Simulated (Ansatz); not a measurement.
Molecule: C2H3BCl, charge 0, multiplicity 2. It need not be the lowest isomer of its formula. 
Structure (B3LYP-D3(BJ)/def2-TZVP (Ansatz, a program for electronic structure) minimum search):
```
C
C 1 1.3386
H 2 1.0838 1 121.00
H 2 1.0846 3 116.68 1 180.00
H 1 1.0899 2 118.49 3 180.00
B 1 1.5267 5 120.06 2 -180.00
Cl 6 1.7339 1 126.02 5 0.00
```
Charge 0, spin multiplicity 2.

Wanted: atomisation energy (electronic, to ground-state atoms), in kcal/mol. Correlated levels leave the core frozen unless marked. Open shells are spin-unrestricted. Spin-orbit coupling is left out. No relativistic terms. The coupled-cluster limit lacks core correlation, which all-electron functionals hold. CBS(X,Y): correlation extrapolated as X^-3; Hartree-Fock from the larger set.

```
level                                                program  atomisation energy (kcal/mol)  minus last row
--------------------------------------------  --------------  -----------------------------  --------------
HF/6-31G*                                             Ansatz                          492.8          -150.8
HF/aug-cc-pV(T+d)Z                                    Ansatz                          493.4          -150.2
SVWN5/def2-TZVPD                                      Ansatz                          744.0           100.4
B97M-V/def2-TZVPD                                     Ansatz                          653.4             9.8
PBE0/def2-SVP                                         Ansatz                          663.2            19.6
LC-wPBE-D3(BJ)/def2-TZVPD                     Ansatz + dftd3                          650.8             7.2
RPA@PBE/cc-pV(Q+d)Z                                   Ansatz                          600.4           -43.2
MP2/6-31G*                                            Ansatz                          607.4           -36.2
MP2/aug-cc-pV(Q+d)Z                                   Ansatz                          653.1             9.5
SCS-MP2/aug-cc-pV(D+d)Z                               Ansatz                          606.5           -37.1
CCSD/cc-pV(T+d)Z                                      Ansatz                          616.1           -27.5
CCSD(T)/STO-3G                                        Ansatz                          661.8            18.2
CCSD(T)/cc-pwCVTZ                                     Ansatz                          628.2           -15.4
CCSD(T)/cc-pV(Q+d)Z                                   Ansatz                          637.0            -6.6
CCSD(T)/CBS(aug-cc-pV(T+d)Z,aug-cc-pV(Q+d)Z)          Ansatz                          643.6             0.0
```
